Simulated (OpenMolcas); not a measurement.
## Rh4+: moving or changing the point charges

Rh4+ among 6 point charges of -1 e arranged as an octahedron (Oh), 2.15 Å from the ion.

```
Program             : OpenMolcas
Method              : CASSCF
Basis               : ANO-RCC-VDZP [6s5p3d1f]
Scalar Hamiltonian  : DKH2, point nucleus
Active space        : 5 electrons in 5 orbitals (4d)
State averaging     : 2S+1 = 6 even, 1 root; 2S+1 = 4 even, 24 roots; 2S+1 = 2 even, 75 roots
Spin-orbit coupling : state interaction with AMFI integrals over the reference wave functions
```

Runs around this geometry, states (labels of O, the rotations of Oh). Energies in cm-1 above the lowest state or level, χT in cm3 K/mol; 10Dq and B are least-squares fits to the states below 45000 cm-1, weighted by degeneracy, with a free offset, and given where the rms deviation is under 5 % of |10Dq| (or 100 cm-1) and under 700 cm-1.

```csv
R (Å),q (e),Ground state,10Dq,B (rms of fit),First gap with spin-orbit (degeneracies),χT at 300 K,First state of another spin
2.15,-0.65,6A1,1611,1002 (26),"0.1 (2, 4)",4.368,4T1 29982
2.15,-1,6A1,2485,1001 (39),"0.1 (2, 4)",4.368,4T1 29493
2.39,-1,6A1,1480,1002 (26),"0.1 (2, 4)",4.368,4T1 30049
```

Taking |10Dq| as R^-n, n = -ln(1480 / 2485) / ln(2.39 / 2.15) = 4.9 between the shortest and longest distance. The point-charge formula for a cubic d site gives n = 5.

Scaling the charges by -0.65 / -1 = 0.65 scales |10Dq| by 1611 / 2485 = 0.65; with fixed orbitals a first-order splitting would follow the charge.

Without dynamic correlation the repulsion within the d shell is too large (B by tens of per cent), so at a given field states of lower spin stand too high. Point charges give a weaker field than real ligands, and real ions of this kind are as a rule low spin; the high spin found here belongs to the model. This field is weak: 10Dq is about 1611 cm-1, while octahedral complexes of 4d ions of charge 3 and more, computed by the same method with explicit ligands, had a median near 25000 cm-1. Ground spin and moment need not be those of a real site (figures for R = 2.15, q = -0.65; the like holds for R = 2.15, q = -1, R = 2.39, q = -1). This is an electrostatic model: the charges have no orbitals. A group larger than the point group allows holds several states that coincide in this model. No measured value stands beside these numbers.
